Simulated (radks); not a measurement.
Cd, configuration [Kr] 4d10 5s2. All-electron calculation, scalar-relativistic Kohn-Sham, PBE, spin-polarised, spherical densities, finite nucleus; Fermi nuclear charge, rms radius 4.6087 fm. Program: a radial shooting solver on a logarithmic mesh with Libxc functionals.

Normalised radial functions P(r) = r R(r), r in bohr:

```
   r/bohr * 4p (the largest magnitude, 1.17, reaches the edge; | marks zero)
 0.001211                             *
 0.001398                             *
 0.001615                             *
  0.00188                             *
 0.002171                             *
 0.002508                             *
 0.002896                             *
 0.003345                             *
 0.003863                             *
 0.004461                             *
 0.005152                             *
 0.005998                             *
 0.006927                             |*
 0.007999                             |*
 0.009238                             |*
  0.01067                             |*
  0.01232                             | *
  0.01423                             | *
  0.01643                             | *
  0.01913                             |  *
   0.0221                             |   *
  0.02552                             |    *
  0.02947                             |    *
  0.03403                             |     *
  0.03931                             |      *
  0.04539                             |       *
  0.05242                             |        *
  0.06103                             |         *
  0.07048                             |         *
   0.0814                             |        *
  0.09401                             |       *
   0.1086                             |    *
   0.1254                             | *
   0.1448                           * |
   0.1672                       *     |
   0.1947                   *         |
   0.2248                *            |
   0.2597              *              |
   0.2999               *             |
   0.3463                   *         |
      0.4                         *   |
   0.4619                             |   *
   0.5335                             |           *
    0.621                             |                   *
   0.7172                             |                        *
   0.8283                             |                          *
   0.9566                             |                         *
    1.105                             |                      *
    1.276                             |                 *
    1.473                             |            *
    1.702                             |       *
    1.981                             |    *
    2.288                             |  *
    2.642                             |*
    3.051                             |*
    3.524                             *
     4.07                             *
      4.7                             *
    5.428                             *
    6.319                             *
    7.298                             *
    8.428                             *
    9.734                             *
```

4p: eigenvalue -66.968 eV, 2 radial nodes at r = 0.136, 0.430 bohr, <r> = 0.960 bohr, 90 % of the charge inside 1.42 bohr.
